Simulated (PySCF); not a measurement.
A GIAO shielding run with PySCF 2.14 (density fitting, non-relativistic, gas phase) on SMILES C/C(C[SiH2]NC)=C/SC, C₆H₁₅NSSi:

```
$ OMP_NUM_THREADS=1 python probes_run.py task.json out

{"job": {"kind": "nmr", "xc": "PBE0", "basis": "pcSseg-1"}, "charge": 0, "multiplicity": 1}
C      3.498836     0.860927    -0.023167
N      3.082396    -0.434176     0.465756
Si     1.456554    -0.840509     0.855464
C      0.420805    -0.617390    -0.733556
C     -1.022904    -0.861003    -0.475747
C     -1.462205    -2.292208    -0.422159
C     -1.885196     0.128197    -0.260442
S     -1.442008     1.837298    -0.273264
C     -3.105393     2.569993    -0.319223
H      4.404232     0.759470    -0.625784
H      2.711836     1.277226    -0.646194
H      3.702334     1.569423     0.787173
H      3.802556    -0.853189     1.034699
H      1.544053    -2.253263     1.239733
H      0.824045    -0.069471     1.937602
H      0.545081     0.397241    -1.114208
H      0.782842    -1.307754    -1.496114
H     -1.259444    -2.783432    -1.373570
H     -2.525284    -2.373478    -0.208168
H     -0.905359    -2.820653     0.350748
H     -2.926929    -0.044593    -0.042100
H     -3.658433     2.276512     0.569039
H     -2.972763     3.646842    -0.332680
H     -3.621387     2.247752    -1.219348
```

Hardware: 1 thread of an Intel Xeon, shared host. The job also computes population analyses, field gradients.

Question: How large is the calculation?

Answer: 88 electrons, 242 basis functions and 1294 auxiliary functions.

Question: How long does it take, and how much memory does it need?

Answer: 3.2 min of wall time, with 14 SCF cycles and 5 response iterations; peak memory 1.1 GiB. Times on a shared host scatter by some tens of per cent.
